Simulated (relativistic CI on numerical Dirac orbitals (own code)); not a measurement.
d2 in a ligand field

Computed with a parametric ligand-field model of a d^n configuration (Racah B and C, spin-orbit zeta, crystal field), exact diagonalisation.

Field parameters in Wybourne normalisation: Oh B⁴₀ = 21Dq, B⁴₄ = √(5/14) B⁴₀. The field is a parameter set, without covalency.

Task: Ground term and bands for B = 830, C = 4180, ζ = 0 cm⁻¹, Oh, 10Dq = 14110 cm⁻¹?

Result: Ground term 3T1 with 0.05 electrons in the two orbitals of the cubic e set. Spin-allowed: 3T2 12714 cm⁻¹ (787 nm), 3T1 23768 cm⁻¹ (421 nm), 3A2 26824 cm⁻¹ (373 nm). Lowest spin-forbidden: 1T2 13838 cm⁻¹ (723 nm), 1E 14135 cm⁻¹ (707 nm), 1A1 27472 cm⁻¹ (364 nm).

Task: Ground term and bands for B = 830, C = 4180, ζ = 0 cm⁻¹, Oh, 10Dq = 30710 cm⁻¹?

Result: Ground term 3T1 with 0.02 electrons in the two orbitals of the cubic e set. Spin-allowed: 3T2 28859 cm⁻¹ (347 nm), 3T1 39458 cm⁻¹ (253 nm), 3A2 59569 cm⁻¹ (168 nm). Lowest spin-forbidden: 1T2 13705 cm⁻¹ (730 nm), 1E 13843 cm⁻¹ (722 nm), 1A1 30523 cm⁻¹ (328 nm).

Task: Ground term and bands for B = 830, C = 4180, ζ = 0 cm⁻¹, Oh, 10Dq = 27390 cm⁻¹?

Result: Ground term 3T1 with 0.02 electrons in the two orbitals of the cubic e set. Spin-allowed: 3T2 25597 cm⁻¹ (391 nm), 3T1 36255 cm⁻¹ (276 nm), 3A2 52987 cm⁻¹ (189 nm). Lowest spin-forbidden: 1T2 13730 cm⁻¹ (728 nm), 1E 13885 cm⁻¹ (720 nm), 1A1 30173 cm⁻¹ (331 nm).

Task: Ground term and bands for B = 830, C = 4180, ζ = 0 cm⁻¹, Oh, 10Dq = 37350 cm⁻¹?

Result: Ground term 3T1 with 0.01 electrons in the two orbitals of the cubic e set. Spin-allowed: 3T2 35407 cm⁻¹ (282 nm), 3T1 45913 cm⁻¹ (218 nm), 3A2 72757 cm⁻¹ (137 nm). Lowest spin-forbidden: 1T2 13662 cm⁻¹ (732 nm), 1E 13775 cm⁻¹ (726 nm), 1A1 31043 cm⁻¹ (322 nm).

Task: Ground term and bands for B = 830, C = 4180, ζ = 0 cm⁻¹, Oh, 10Dq = 830 cm⁻¹?

Result: Ground term 3T1 with 0.18 electrons in the two orbitals of the cubic e set. Spin-allowed: 3T2 673 cm⁻¹, 3A2 1503 cm⁻¹, 3T1 12965 cm⁻¹ (771 nm). Lowest spin-forbidden: 1T2 12797 cm⁻¹ (781 nm), 1E 13183 cm⁻¹ (759 nm), 1T2 18548 cm⁻¹ (539 nm).
